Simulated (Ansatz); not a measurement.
Ideal-gas functions of C$_{2}$H$_{4}$BrClSi (`C=C[SiH](Cl)Br`) at 800 K and 1 bar, from an Ansatz frequency run at PBE0-D4/def2-TZVP.

Molar mass 171.5 g/mol, point group C1 (symmetry number 1), electronic degeneracy 1, moments of inertia 236.322, 380.139, 583.456 u Å². Harmonic wavenumbers (cm⁻¹, unscaled): 68, 145, 159, 174, 295, 439, 522, 580, 734, 782, 797, 1012, 1020, 1037, 1285, 1442, 1668, 2265, 3136, 3164, 3220.

Use S(trans) = R[1.5 ln M + 2.5 ln T − 1.1517]; rotational temperatures θ = 24.2544 K / I; S(rot) = R[ln(√π/σ · √(T³/θAθBθC)) + 1.5]; for each mode x = 1.438777 ν̃/T, S = R[x/(eˣ − 1) − ln(1 − e⁻ˣ)] and H = RT x/(eˣ − 1); 1 cm⁻¹ = 0.0119627 kJ/mol; R = 8.31446 J/(mol·K).

Task: By hand: the entropy, in J/(mol·K).

Result: Translation 193.5. Rotation: θ = 0.1026, 0.0638, 0.0416 K, giving 134.7. Vibration, mode by mode: 25.79, 19.51, 18.75, 18.01, 13.68, 10.49, 9.14, 8.33, 6.58, 6.13, 6.00, 4.40, 4.35, 4.24, 2.98, 2.39, 1.73, 0.73, 0.20, 0.19, 0.17, in all 163.8. Electronic 0.0. Sum 492.0 J/(mol·K).

Task: By hand: H − E and G − E in kJ/mol, counted from the electronic energy.

Result: Zero-point energy ½ × 23944 × 0.0119627 = 143.2; thermal vibration 61.8; translation, rotation and pV give 4 RT = 26.6. H − E = 231.6 kJ/mol, and G − E = 231.6 − 800 × 492.0/1000 = -162.0 kJ/mol.

Vibration gives 33 % of the entropy, 45.3 J/(mol·K) of it from the modes under 150 cm⁻¹: soft modes count most, and the harmonic formula is weakest for them. The sum counts one conformer and one mirror image; others add a mixing term.
